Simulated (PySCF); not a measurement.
CH₃Cl₂NSi₂, SMILES Cl[Si]1(Cl)C=N[SiH2]1.

Coordinates come from a ωB97X-D3(BJ)/def2-SVP optimisation. The structure was generated by enumeration, and PubChem lists no compound with its InChIKey, so it may never have been made.

Method: TDDFT-LC-ωPBE/def2-SVPD (PySCF 2.14.0).

Vertical excitations. Gas-phase values at a fixed geometry. State labels are in the subgroup Cs.

Computed excitation energies, oscillator strengths and character:
```json
[
 {"state": "S1", "symmetry": "A\"", "energy (eV)": "3.68", "λ (nm)": "337", "f": "0.001", "main pairs": "HOMO→LUMO 90 %"},
 {"state": "S2", "symmetry": "A\"", "energy (eV)": "5.60", "λ (nm)": "221", "f": "0.003", "main pairs": "HOMO−1→LUMO 93 %"},
 {"state": "S3", "symmetry": "A\"", "energy (eV)": "6.28", "λ (nm)": "197", "f": "0.007", "main pairs": "HOMO→LUMO+3 87 %"},
 {"state": "S4", "symmetry": "A'", "energy (eV)": "6.42", "λ (nm)": "193", "f": "0.014", "main pairs": "HOMO→LUMO+1 83 %"},
 {"state": "S5", "symmetry": "A'", "energy (eV)": "6.73", "λ (nm)": "184", "f": "0.043", "main pairs": "HOMO→LUMO+2 42 %, HOMO→LUMO+4 18 %, HOMO→LUMO+1 11 %, HOMO−1→LUMO+1 10 %"},
 {"state": "S6", "symmetry": "A'", "energy (eV)": "6.89", "λ (nm)": "180", "f": "0.026", "main pairs": "HOMO−1→LUMO+1 59 %, HOMO−1→LUMO+2 15 %"},
 {"state": "S7", "symmetry": "A'", "energy (eV)": "7.05", "λ (nm)": "176", "f": "0.041", "main pairs": "HOMO−1→LUMO+2 53 %, HOMO→LUMO+2 10 %, HOMO−1→LUMO+1 8 %"},
 {"state": "S8", "symmetry": "A\"", "energy (eV)": "7.12", "λ (nm)": "174", "f": "0.056", "main pairs": "HOMO−1→LUMO+3 89 %"},
 {"state": "S9", "symmetry": "A'", "energy (eV)": "7.63", "λ (nm)": "162", "f": "0.027", "main pairs": "HOMO→LUMO+4 26 %, HOMO−2→LUMO 17 %, HOMO−3→LUMO 13 %, HOMO→LUMO+6 11 %"},
 {"state": "S10", "symmetry": "A'", "energy (eV)": "7.81", "λ (nm)": "159", "f": "0.133", "main pairs": "HOMO→LUMO+5 51 %"},
 {"state": "T1", "symmetry": "A\"", "energy (eV)": "2.89", "λ (nm)": "429", "f": "0", "main pairs": "HOMO→LUMO 90 %"},
 {"state": "T2", "symmetry": "A'", "energy (eV)": "4.71", "λ (nm)": "263", "f": "0", "main pairs": "HOMO−3→LUMO 27 %, HOMO−2→LUMO 25 %, HOMO−7→LUMO 18 %, HOMO−4→LUMO 11 %"},
 {"state": "T3", "symmetry": "A\"", "energy (eV)": "5.12", "λ (nm)": "242", "f": "0", "main pairs": "HOMO−1→LUMO 80 %"},
 {"state": "T4", "symmetry": "A'", "energy (eV)": "5.80", "λ (nm)": "214", "f": "0", "main pairs": "HOMO−1→LUMO+1 45 %, HOMO→LUMO+1 25 %, HOMO−1→LUMO+2 14 %"}
]
```
Triplets are in the Tamm–Dancoff approximation, which puts them higher than full response would, so one can lie above its singlet here.
